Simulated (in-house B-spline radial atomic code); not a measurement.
# Tm²¹⁺: [Ar] 3d10 4s1 4p6 4d10 4f3 (with a hole in an inner shell)

All numbers are computed (Dirac-Hartree-Fock, average of configuration; Fermi nucleus of rms radius 5.2256 fm) with a radial B-spline atomic code at the basis-set limit, not measured.

Z_r = [3n² - l(l+1)]/(2<r>); Z_e = n√(-2ε); the last column is Slater's effective charge. Values are occupation-weighted means over j. An effective charge above Z reflects the relativistic contraction of the inner shells.

```csv
shell,electrons,ε (eV),<r> (bohr),Z_r,Z_e,Slater
1s,2,-60357,0.02001,74.97,66.60,68.70
2s,2,-10814,0.08426,71.21,56.38,64.85
2p,6,-9658.1,0.07507,66.60,53.29,64.85
3s,2,-2955.6,0.2198,61.43,44.22,57.75
3p,6,-2595.7,0.2186,57.19,41.44,57.75
3d,10,-2128.2,0.199,52.76,37.52,47.85
4s,1,-1058,0.4788,50.12,35.27,41.60
4p,6,-923.92,0.4995,46.04,32.96,41.60
4d,10,-747.81,0.5183,40.52,29.65,30.85
4f,3,-566.84,0.5185,34.72,25.82,23.30
```

The least bound orbital is 4f7/2 at -565.9 eV, while the most diffuse is 4d5/2 (<r> = 0.5214 bohr against 0.5199 bohr): energy order and size order differ. The part-filled 4s shell lies below the filled 4d shell in orbital energy.

Spin-orbit splittings of the orbital energies (j = l + 1/2 above j = l - 1/2 when positive): 2p 982.3 eV, 3p 211.8 eV, 3d 45.64 eV, 4p 54.01 eV, 4d 10.69 eV, 4f 2.16 eV.

For the 1s electron the small component carries 6.69 % of the norm, the zero-frequency Breit interaction raises the level by 192.7 eV, self-energy by 118 eV, and vacuum polarisation lowers it by 20.72 eV.
